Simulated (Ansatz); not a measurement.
Correlation energies of BClH₄SSi (`S[SiH2]BCl`) by basis set

```xyz
8

S     0.1170    2.0236   -0.4929
Si   -0.1454   -0.0787   -0.8734
B     0.5056   -0.9180    0.8303
Cl   -0.5951   -1.0702    2.1730
H    -0.6847    2.0313    0.5862
H     0.7224   -0.3477   -2.0478
H    -1.5575   -0.4045   -1.2077
H     1.6376   -1.2359    1.0323
```

Total charge 0; spin multiplicity 1. All single points use the PBE0-D4/def2-TZVP geometry. It is one conformer, not always the lowest. Frozen core, restricted reference, the Gaussian-basis code of Ansatz. CBS rows extrapolate triple and quadruple zeta; past MP2 they add the triple-zeta difference.

| basis | HF (Eh) | MP2 corr. | CCSD corr. | (T) | CCSD(T) total |
| --- | --- | --- | --- | --- | --- |
| def2-SVP | -1172.64203 | ? | -0.50229 | -0.01399 | ? |
| def2-TZVPP | -1173.06946 | -0.58714 | -0.64854 | ? | ? |
| def2-QZVPP | -1173.10331 | -0.63833 | – | – | – |
| CBS(def2) | ? | -0.67624 | ? | as TZ | ? |

(1) Fill in the withheld values. (Best estimate.)

Results:

(1) Ansatz gave: def2-SVP MP2 corr.: -0.44424; def2-SVP CCSD(T) total: -1173.15831; def2-TZVPP (T): -0.02815; def2-TZVPP CCSD(T) total: -1173.74615; CBS(def2) HF (Eh): -1173.10797; CBS(def2) CCSD corr.: -0.73765; CBS(def2) CCSD(T) total: -1173.87377.
